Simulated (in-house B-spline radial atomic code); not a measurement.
Correlation energy from the adiabatic connection: −Z/r, Z = 2, wall at 1 bohr

Two electrons in a singlet, external potential −Z/r, Z = 2, wall at 1 bohr (atomic units). Full CI in B-splines (partial waves to l = 8, correlation up to 0.6 % small) with the density held fixed gives W(λ) = <V_ee>_λ − U, and E_c is the integral of W(λ) − W(0) from 0 to 1.

```json
{"λ": "0", "W(λ) − W(0) (hartree)": "0.00000"}
{"λ": "0.02", "W(λ) − W(0) (hartree)": "-0.00195"}
{"λ": "0.05", "W(λ) − W(0) (hartree)": "-0.00486"}
{"λ": "0.12", "W(λ) − W(0) (hartree)": "-0.01158"}
{"λ": "0.25", "W(λ) − W(0) (hartree)": "-0.02375"}
{"λ": "0.4", "W(λ) − W(0) (hartree)": "-0.03733"}
{"λ": "0.6", "W(λ) − W(0) (hartree)": "-0.05472"}
{"λ": "0.8", "W(λ) − W(0) (hartree)": "-0.07133"}
{"λ": "1", "W(λ) − W(0) (hartree)": "-0.08719"}
```

Task: Integrate the table by the trapezoid rule.

Result: The strips give -0.00002, -0.00010, -0.00058, -0.00230, -0.00458, -0.00920, -0.01261, -0.01585, which sum to -0.04524 hartree. The direct value, W(1) − W(0) + T_c with T_c = 0.04191, is -0.04529; the curve is convex, so chords lie above it and the trapezoids fall short in size by 0.11 %.

Task: Now use only three numbers: W(0) = -2.0313, the initial slope W'(0) = -0.09787 (extrapolated from the first points) and the strong-coupling limit of the point-charge-plus-continuum model, W∞ = -2.3396. What do second-order theory and the interpolation W(λ) = W∞ + (W(0) − W∞)/√(1 + 2χλ) of Seidl, Perdew and Levy give?

Result: Second order keeps the slope alone: E_c = W'(0)/2 = -0.04893, +8 % in size against -0.04529. Matching the slope fixes χ = W'(0)/(W∞ − W(0)) = -0.09787/(-0.30830) = 0.31745. Integrating, with s = √(1 + 2χ) = 1.278633, E_c = −(W(0) − W∞)(s − 1)/(s + 1) = −0.30830 × 0.278633/2.278633 = -0.03770 hartree, -16.8 % in size against the full result. At λ = 1 the formula gives W − W(0) = -0.06718 against -0.08719. Part of the miss can come from the model's W∞, which here lies above the computed W at λ = 10, -2.45975.
